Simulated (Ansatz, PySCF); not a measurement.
## Worked example: transport gap, exciton binding and injection barriers

C3H5BN2, SMILES C1=CB(C=N1)N.

Geometry optimised at PBE-D3(BJ)/def2-SVP. This is a generated structure with no PubChem entry under its InChIKey; it may be hypothetical. Other conformers were not sampled.

Gas-phase, vertical values: ionisation energy 8.79 eV and electron affinity 0.50 eV from ΔSCF with PBE/def2-TZVPD (Ansatz, an electronic-structure program); S1 2.56 eV and T1 2.02 eV from TDA-PBE/def2-SVPD (PySCF). Assume, for the exercise, a film of permittivity 4.0, a cavity radius of 6.0 Å and electrodes of work function 4.7 eV (anode) and 2.9 eV (cathode), with aligned vacuum levels.

Question: Work out the fundamental gap and exciton binding energy in the gas phase, the levels in the film by Born's model, the injection barriers and the thermal weight of S1 against T1 at 298 K.

Answer: 
Fundamental gap IE − EA = 8.29 eV; exciton binding = gap − S1 = 5.73 eV.
Born polarisation P = (14.3996 eV Å / 2r)(1 − 1/ε) = 0.90 eV. Film: IE = 7.89 eV, EA = 1.40 eV, transport gap 6.49 eV; with S1 unchanged the binding falls to 3.93 eV.
Hole barrier IE − Φ(anode) = 3.19 eV; electron barrier Φ(cathode) − EA = 1.50 eV (a negative value means no barrier, and the level would pin).
ΔE(ST) = S1 − T1 = 0.54 eV, and the triplet has three sublevels, so the ratio S1/T1 is (1/3) exp(−ΔE/kT) = 2.5e-10 with kT = 0.02569 eV: too wide a gap for thermal return to the singlet. All inputs carry the errors of their functional, and relaxed states would shift them.
